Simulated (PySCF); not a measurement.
GaF₂, SMILES [F][Ga][F], multiplicity 2. Atoms are numbered in the order given.

```xyz
3

Ga     0.0000     0.0000     0.3435
F      0.0000    -1.4862    -0.5915
F      0.0000     1.4862    -0.5915
```
Charge 0, spin multiplicity 2.

Coordinates come from a r2SCAN-D4/def2-TZVP optimisation. The spin state was assumed, not searched. The isomer is the one that the SMILES or the coordinates give; other isomers of the formula were not compared.

Method: r2SCAN/def2-TZVPD (PySCF).

The molecule is in vacuum.

Question: Estimate the frontier levels, dipole moment and polarisability. (An estimate is asked for; the answer gives what the named calculation found.)

Answer: 
The α spin, highest occupied and lowest empty level is -7.02 and -2.46 eV and the β spin, highest occupied and lowest empty level is -9.55 and -4.96 eV. The dipole moment is 0.509 e·Å and the quadrupole, principal values (traceless, Buckingham form, about the centre of nuclear charge) is -7.79, 1.66, 6.13 D·Å. The mean static polarisability is 31.0 bohr³ (4.60 Å³), the polarisability, principal values comes out as 29.5, 29.6, 34.1 bohr³ and the ⟨S²⟩ comes out as 0.753 (pure state 0.75).
